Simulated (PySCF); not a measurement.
F₂Si, charge +1, doublet, at a GFN2-xTB geometry (a state made from the parent by changing its charge; the spin is typed, not shown lowest). Base run: M062X/6-311G** in PySCF.

Input for PySCF:
```python
from pyscf import gto, scf, dft

mol = gto.Mole()
mol.atom = '''
    F    -1.315517   -0.404628    0.010450
    Si   -0.017402    0.449927    0.037357
    F     1.342587   -0.295259   -0.068561
'''
mol.basis = '6-311g**'
mol.charge = 1
mol.spin = 1
mol.verbose = 4
mol.build()

mf = dft.UKS(mol)
mf.xc = 'm062x'
mf.kernel()
mf.analyze()
```

Each row names what was changed in the base input (with any setting that the change needs).

| change | ΔE vs base (µEh) | fitting functions |
|---|---|---|
| base | 0.0 | - |
| auxbasis = even-tempered beta=2.0 | -6.9 | 453 |
| auxbasis = cc-pvqz-jkfit | 27.4 | 360 |
| exchange = seminumerical (SGX) (with mf = sgx.sgx_fit(mf, auxbasis='def2-universal-jfit'); with mf.with_df.dfj = True) | -85.0 | 149 |
| auxbasis = even-tempered beta=1.6 | 17.2 | 672 |
| auxbasis = def2-universal-jkfit | -5.3 | 282 |
| auxbasis = even-tempered beta=3.0 | -189 | 306 |
| auxbasis = default (with mf = mf.density_fit()) | 78.2 | 279 |
| auxbasis = cc-pvtz-jkfit | 78.2 | 279 |
| auxbasis = cc-pvtz-ri | -4545 | 284 |

A fitting set is made for a task (jfit for Coulomb, jkfit for Coulomb and exchange, ri for correlation) and for a family of orbital bases.

Open shells are given as the SCF converged; they aren't shown to be the lowest states, and a large step between rows can be another state.
